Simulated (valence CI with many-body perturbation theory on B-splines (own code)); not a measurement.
The numbers below are computed, except where a source is named.
## Hyperfine factors and g values of Ge26+

Method: valence CI with perturbative core correlation (CI+MBPT): four valence electrons over a frozen Dirac-Fock core [He], radial functions for each j: 11 s, 11 p, 10 d, 8 f, 5 g, 2 h, with the one-electron correlation potential Σ1, the two-electron term Σ2, the three-electron term Σ3, Breit, model QED; selected CI, second order for the rest, scaled by the run's own slope (own B-spline code, finite nucleus).

The last digits are not significant, and no measured levels were compared; by estimate large intervals hold to a few tenths of a per cent, small ones and those within an open d or f shell to about a per cent. Among the levels kept, up to 1100 cm⁻¹ of a level comes from second order outside the variational space, and about a tenth of that is noise between levels of different J, which matters for small intervals.

A/g_I is the dipole constant over the nuclear g factor μ/I (μ in nuclear magnetons, uniformly magnetised nucleus), B/Q the quadrupole constant per barn. Both hold the static response of the core; the bare values leave it out. Large factors of s and p1/2 electrons are usually good to 5 to 10 %; those of open d and f shells near neutrality can be off by tens of per cent, and small factors of p3/2, d and f electrons come from cancelling terms and can be off by a factor of two or in sign, in half-filled shells by more. B is blank for J = 1/2, where it vanishes, and for nearly pure S terms. Energies count from the lowest level. Levels with J = 0 are left out.

Levels are named by their leading jj configuration (3d3/2^4 stands for four electrons in 3d with j = 3/2), which in mixed levels can hold well under half, so a name can repeat and another be missing. Letters in brackets count levels of one name in rising energy.

```tsv
Level	E (× 10³ cm⁻¹)	g	A/g_I (MHz)	A/g_I bare	B/Q (MHz/b)	B/Q bare
(2s^2 2p1/2 2p3/2) J=1	219.79	1.496	-7040	-3030	51800	52000
(2s^2 2p1/2 2p3/2) J=2	287.89	1.278	110000	112000	28100	28200
(2s^2 2p3/2^2) J=2	562.43	1.211	65400	67100	74700	74900
(2s 2p1/2^2 2p3/2) J=2	840.22	1.918	248000	250000	14700	14700
(2s 2p1/2^2 2p3/2) J=1	1175.5	0.799	-123000	-118000	94200	94500
(2s 2p1/2 2p3/2^2) J=2 [a]	1212.3	1.296	205000	202000	138000	139000
(2s 2p1/2 2p3/2^2) J=3	1294.6	1.327	250000	249000	-268	-281
(2s 2p1/2 2p3/2^2) J=1 [a]	1468.9	1.301	211000	211000	-96700	-97000
(2s 2p1/2 2p3/2^2) J=2 [b]	1515.9	1.293	114000	116000	-122000	-122000
(2s 2p1/2 2p3/2^2) J=1 [b]	1634.6	1.645	47700	54200	10300	10300
(2s 2p3/2^3) J=2	1767.5	1.139	208000	206000	-33000	-33100
(2s 2p3/2^3) J=1	1975.4	1.233	-89400	-81800	-6920	-6970
(2p1/2^2 2p3/2^2) J=2	2383.7	1.405	47600	53000	48400	48600
(2p1/2 2p3/2^3) J=1	2636.7	1.496	-13800	-6850	-50700	-50800
(2p1/2 2p3/2^3) J=2	2727.3	1.083	119000	120000	-151000	-151000
(2s^2 2p1/2 3s) J=1	12422	1.357	291000	287000	-9530	-9570
(2s^2 2p1/2 3p1/2) J=1	12643	0.674	200000	197000	-2120	-2120
(2s^2 2p3/2 3s) J=2	12702	1.496	111000	112000	106000	106000
(2s^2 2p3/2 3s) J=1	12731	1.131	6920	11000	62300	62600
(2s^2 2p1/2 3p3/2) J=1	12758	1.436	-32500	-31500	13800	13800
(2s^2 2p1/2 3p3/2) J=2	12768	1.177	89900	89800	23100	23200
(2s^2 2p3/2 3p1/2) J=1	12971	1.323	89500	91500	34500	34700
(2s^2 2p1/2 3d3/2) J=2	12985	0.755	85700	84700	10900	11000
(2s^2 2p3/2 3p1/2) J=2	12997	1.278	68100	69800	66500	66800
(2s 2p1/2^2 3s) J=1	13003	2.218	373000	370000	-4090	-4100
(2s^2 2p3/2 3p3/2) J=3	13019	1.331	41600	43200	136000	136000
(2s^2 2p3/2 3p3/2) J=1	13030	1.715	116000	117000	-34900	-35000
(2s^2 2p1/2 3d5/2) J=3	13055	1.116	53600	53200	611	722
(2s^2 2p1/2 3d5/2) J=2	13056	1.251	-43800	-43500	-3620	-3550
(2s^2 2p1/2 3d3/2) J=1	13068	0.793	-58900	-58400	-153	-114
(2s^2 2p3/2 3p3/2) J=2	13107	1.213	59400	60300	45400	45600
(2s 2p1/2 2p3/2 3s) J=2 [a]	13165	1.797	250000	248000	99200	99600
```

(1) Take the isotope of mass number 73, with I = 9/2, μ = -0.87824 μN and Q = -0.196 b. What is the hyperfine structure of (2s 2p1/2 2p3/2^2) J=3?

## Answers

(1) From the table A = -48900 MHz, B = 52.5 MHz. Shifts from the centre of gravity in MHz: F = 3/2: 807000, F = 5/2: 685000, F = 7/2: 513000, F = 9/2: 293000, F = 11/2: 24400, F = 13/2: -293000, F = 15/2: -660000.
